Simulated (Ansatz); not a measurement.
`B[SiH](F)F` + `[NH]=[W](=[NH])([OH])[OH]` → `B[SiH](O)F` + `[NH]=[W](=[NH])([OH])[F]`  (redistribution)

Computed with Ansatz on PBE0-D4/def2-TZVP structures; ΔE is electronic, products minus reactants. CCSD(T)/CBS is the MP2 limit (def2-TZVPP, def2-QZVPP) plus CCSD(T) − MP2 in def2-TZVPP, frozen cores. Functionals use def2-TZVPP. def2 core potentials past Kr. For W outer-core shells are correlated without core-valence functions, which leaves a few kJ/mol of doubt a bond. One conformer a species, not always the lowest.

`B[SiH](F)F`:

Cartesian coordinates in Å:
```
B 0.941 0.377 0.684
Si -0.619 -0.230 -0.432
F -0.335 -0.035 -1.988
F -0.913 -1.784 -0.229
H 1.166 -0.120 1.746
H 1.629 1.287 0.332
H -1.869 0.505 -0.111
```

`[NH]=[W](=[NH])([OH])[OH]`:

```xyz
9

N    -0.577    1.527   -0.431
W     0.064   -0.014    0.096
N    -0.361   -1.328   -0.979
O    -0.659   -0.422    1.808
O     1.959    0.146    0.146
H    -1.069    2.167   -1.033
H    -0.797   -1.770   -1.772
H    -1.068    0.269    2.332
H     2.509   -0.575   -0.168
```

`B[SiH](O)F`:

Z-matrix (Å, degrees):
```
Si
O 1 1.640
F 1 1.606 2 110.8
B 1 2.016 2 111.2 3 -116.8
H 1 1.479 2 104.5 3 114.8
H 2 0.959 1 117.9 3 70.5
H 4 1.195 1 123.6 2 -130.0
H 4 1.198 1 119.4 2 49.6
```

`[NH]=[W](=[NH])([OH])[F]`:

```xyz
8

N     0.200    0.614   -1.396
W     0.324    0.059    0.255
N    -1.044    0.575    1.204
O     0.317   -1.835    0.243
F     1.885    0.778    1.005
H    -0.238    1.107   -2.158
H    -1.921    1.022    1.415
H     0.476   -2.320   -0.570
```

| level | ΔE (kcal/mol) |
| --- | --- |
| revPBE-D4 | 0.7 |
| B97M-V | 1.2 |
| ωB97X-V | 1.6 |
| BHLYP | 2.4 |
| LC-ωPBE | 1.0 |
| HF/def2-SVP | 1.0 |
| MP2/def2-TZVPP | 3.4 |
| CCSD/CBS(def2) | 3.3 |

(1) What does CCSD(T)/CBS give? (Best estimate.)

Largest T1 diagnostic among the species: 0.020, so the coupled-cluster value is less sure than usual.

## Answers

(1) Ansatz gave: +3.3 kcal/mol. The listed levels differ from it by -2.6, -2.1, -1.7, -0.9, -2.3, -2.3, 0.1, 0.0 kcal/mol.

From PBE to PBE0 (25 % exact exchange), in def2-TZVPP and without D4, ΔE moves by +0.9 kcal/mol. At CCSD(T), def2-SVP lies −2.0 kcal/mol from the extrapolated value and def2-TZVPP −0.2 kcal/mol. Leaving LDA and LC-ωPBE aside and taking each functional with its dispersion term where it has one, the values, not all of them listed here, spread over 1.9 kcal/mol, from revPBE-D4 to BHLYP-D4.
